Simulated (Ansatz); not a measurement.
2 `[OH][AlH2]` → `[OH+]1[AlH2-][OH+][AlH2-]1`  (dimerisation)

Program: Ansatz. Geometries: PBE0-D4/def2-TZVP. ΔE: electronic, gas phase. CBS: MP2 limit from def2 TZ/QZ plus the TZ coupled-cluster correction, frozen cores. This one scheme is used for every species.

```tsv
species	CCSD(T)/CBS(def2) energy (Eh)
`[OH][AlH2]`	-319.03157
`[OH+]1[AlH2-][OH+][AlH2-]1`	-638.15682
```

**Question.** Work out ΔE.

**Answer.** ΔE = (-638.15682) − 2 × (-319.03157) = -0.09368 Eh = -2.55 eV.

**Question.** What do rigid-rotor, harmonic-oscillator terms from PBE0-D4/def2-TZVP frequencies (298.15 K, 1 bar) make of the CCSD(T)/CBS value? (Best estimate.)

**Answer.** Ansatz gave: ΔZPE = +0.14 eV, ΔH = -2.45 eV, ΔS = -184 J/(mol·K), ΔG = -1.88 eV.

Largest T1 diagnostic among the species: 0.012.

Leaving LDA and LC-ωPBE aside and taking each functional with its dispersion term where it has one, the values, not all of them listed here, spread over 0.43 eV, from r2SCAN0-D4 to BLYP-D4. LDA lies −0.49 eV from PBE without D4. In def2-TZVPP, CCSD(T) changes the Hartree–Fock value by −0.11 eV (the triples alone add −0.01 eV) and MP2 by −0.10 eV. From r2SCAN to r2SCAN0 (25 % exact exchange), in def2-TZVPP and without D4, ΔE moves by −0.08 eV.
